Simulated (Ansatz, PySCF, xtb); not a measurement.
Complex: SiH4 (SMILES [SiH4]) (first 5 atoms) with PH3 (SMILES P); geometry from B3LYP-D3(BJ)/def2-TZVP, rigid monomers moved along the line of their centres of mass till Si1···P6 is 3.70 Å.
(charge 0, multiplicity 1):
```xyz
9

Si    -0.22715    -0.01712     0.00445
H     -0.54674     1.34544     0.48455
H     -1.15567    -0.98986     0.62142
H      1.16441    -0.35825     0.37385
H     -0.37105    -0.06597    -1.46884
P      0.12882     0.10433     3.69000
H      0.83521     0.96869     2.81519
H      0.42291    -1.05069     2.92118
H     -1.11231     0.32350     3.03974
```

Monomers are frozen at their geometry in the pair; levels with a basis set take the counterpoise correction. Rows marked so take none.

Rows in 6-31G*, STO-3G carry no dispersion term and start afresh at each structure (6-31G* with six Cartesian d functions).

The values were computed with Ansatz (Gaussian orbitals); PySCF for 6-31G* rows, STO-3G rows, the dispersion terms; xtb for the GFN methods. Each number belongs to the level named beside it.

Q: One of these levels gives 13.3 kJ/mol for the interaction energy. Which one is it?
(A) B3LYP-D4/def2-TZVPPD
(B) HF/6-31G* (no counterpoise)
(C) GFN2-xTB
(D) HF/STO-3G (no counterpoise)

A: B, HF/6-31G* (no counterpoise). The others give -2.8 (GFN2-xTB), 11.5 (HF/STO-3G (no counterpoise)), 0.1 (B3LYP-D4/def2-TZVPPD)

Ansatz is a quantum-chemistry and plane-wave program.
